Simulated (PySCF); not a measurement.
Ta(O)(Cl)2(Me) (CH3Cl2OTa), SMILES [Cl][Ta]([Cl])(=[O])[CH3], multiplicity 1.

Coordinates come from a B3LYP-D3(BJ)/def2-SVP optimisation. The multiplicity is an assumed one; no other spin state was optimised. The structure was generated by enumeration; whether it is a known compound was not checked. The def2 effective core potentials stand for the cores of Ta; spin–orbit coupling is left out.

Two levels are set side by side: TDDFT-PBE/def2-SVPD (PySCF) and TDDFT-CAM-B3LYP/def2-SVPD (PySCF). Vertical, same geometry. The lowest singlet is HOMO→LUMO 97 % with PBE and HOMO→LUMO 95 % with the other functional; states are paired by order. Differences are taken from unrounded values.

```csv
quantity,TDDFT-CAM-B3LYP
lowest singlet excitation (eV),4.85
lowest triplet excitation (TDA) (eV),4.45
```

Problem. What does TDDFT-PBE give, and how far is it from TDDFT-CAM-B3LYP? (The exact figures need the calculation; the answer reports its results.)

Solution. 
```json
[
 {"quantity": "lowest singlet excitation (eV)", "TDDFT-PBE": "4.44", "TDDFT-PBE minus TDDFT-CAM-B3LYP": "-0.41"},
 {"quantity": "lowest triplet excitation (TDA) (eV)", "TDDFT-PBE": "4.07", "TDDFT-PBE minus TDDFT-CAM-B3LYP": "-0.37"}
]
```

Functionals without exact exchange tend to place singlet excitations lower, as here. Differences between two approximate levels are no errors against the true value.

Rough cost on one machine, each run with all the roots and properties that it gave: TDDFT-CAM-B3LYP against TDDFT-PBE about 7 times.
